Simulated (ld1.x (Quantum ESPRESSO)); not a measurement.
# Cutoff test, manganese, RRKJ

ld1.x (Quantum ESPRESSO) 7.5 input, shortened:

```
&input
   title='Mn', zed=25., rel=2, dft='PZ', iswitch=3,
   config='[Ar] 3d5 4s1 4p0', rel_dist='average'
 /
 &inputp
   pseudotype=2, tm=.false., rho0=0.005, lloc=0,
   nlcc=.true., new_core_ps=.true.
 /
3
3P  2  1   6.00   0.00  1.45  1.45  0.0
3D  3  2   5.00   0.00  1.15  1.15  0.0
4S  1  0   1.00   0.00  2.40  2.40  0.0
 &test
   configts(1)='3p6 3d5 4s1 4p0'
 /
```

Open shells are filled in proportion to 2j + 1 (rel_dist='average').

The pseudo-atom Hamiltonian at the reference potential is diagonalised in spherical Bessel functions j_l(qr) that vanish at 20 bohr, with q² up to the cutoff. All-electron valence levels (Ry): 3p1/2 -4.6776, 4p1/2 -0.5473, 3p3/2 -4.5835, 4p3/2 -0.5416, 3d3/2 -1.1235, 3d5/2 -1.1146, 4s -0.8945.

Problem. How do the lowest levels (Ry) of each channel move with the cutoff, and are there ghosts?

Solution.

```tsv
cutoff (Ry)	p1/2 #1	p1/2 #2	p3/2 #1	p3/2 #2	d3/2 #1	d5/2 #1	d5/2 #2	s #1	s #2	f #1	Σ f·Δε (mRy)
8	-1.2791	-0.3146	-1.2969	-0.3162	-0.2176	-0.2177	-0.0724	-0.8910	-0.2378	-0.0539	24449.7
15	-2.9076	-0.4381	-2.9043	-0.4366	-0.2182	-0.2183	-0.0727	-0.8926	-0.2381	-0.0539	14758.5
25	-4.2295	-0.4617	-4.1689	-0.4596	-0.2233	-0.2234	-0.0747	-0.8943	-0.2385	-0.0539	7029.0
40	-4.6388	-0.4669	-4.5490	-0.4646	-0.2646	-0.2654	-0.0902	-0.8944	-0.2386	-0.0539	4481.4
60	-4.6773	-0.4676	-4.5833	-0.4652	-0.6486	-0.6472	-0.1562	-0.8945	-0.2386	-0.0539	2353.9
90	-4.6776	-0.4676	-4.5836	-0.4652	-1.0709	-1.0630	-0.1742	-0.8945	-0.2386	-0.0539	260.3
120	-4.6776	-0.4676	-4.5836	-0.4652	-1.1216	-1.1127	-0.1754	-0.8945	-0.2386	-0.0539	9.5
180	-4.6776	-0.4676	-4.5836	-0.4652	-1.1235	-1.1146	-0.1755	-0.8945	-0.2386	-0.0539	0.3
400	-4.6776	-0.4676	-4.5836	-0.4652	-1.1235	-1.1146	-0.1755	-0.8945	-0.2386	-0.0539	0.0
```

Result: no extra level below or beside the all-electron valence levels (p1/2, p3/2, d3/2, d5/2, s, f tested); 10 mRy is reached at 120 Ry and 1 mRy at 140 Ry.

1 of 7 tests not solved or not reliable.
